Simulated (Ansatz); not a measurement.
Ga(F)(OH)(OMe) (CH₄FGaO₂), SMILES C[O][Ga]([OH])[F]. Atoms are numbered in the order given.

```xyz
9

Ga     0.0571     0.3013     0.1808
F      0.9503     1.7925     0.3123
O     -1.1716    -0.0906     1.3920
H     -1.2620     0.5847     2.0731
O      0.4203    -0.7662    -1.1675
C     -0.2287    -1.9925    -1.3889
H     -0.7369    -1.9778    -2.3686
H      0.5122    -2.8102    -1.4083
H     -0.9835    -2.2390    -0.6209
```

Geometry: PBE0-D3(BJ)/def2-SVP. The structure was generated by enumeration; whether it is a known compound was not checked. Other conformers were not sampled.

Two levels are set side by side: PBE-D3(BJ)/def2-SVP (Ansatz, a quantum-chemistry and plane-wave program) and PBE0-D3(BJ)/def2-SVP (Ansatz). Each level has its own optimised geometry; the coordinates shown are those of the second. Differences are taken from unrounded values.

```tsv
quantity	PBE0-D3(BJ)	PBE-D3(BJ)	PBE-D3(BJ) minus PBE0-D3(BJ)
mean bond length (Å)	1.369	1.384	0.015
bond Ga1–F2 (Å)	1.743	1.762	0.019
bond Ga1–O3 (Å)	1.769	1.793	0.024
bond Ga1–O5 (Å)	1.758	1.781	0.023
bond O5–C6 (Å)	1.405	1.421	0.017
bond O3–H4 (Å)	0.963	0.976	0.013
bond C6–H7 (Å)	1.104	1.113	0.009
bond C6–H8 (Å)	1.104	1.113	0.009
bond C6–H9 (Å)	1.105	1.113	0.008
```

Exact exchange shortens and stiffens bonds; PBE has none. Differences between two approximate levels are no errors against the true value.
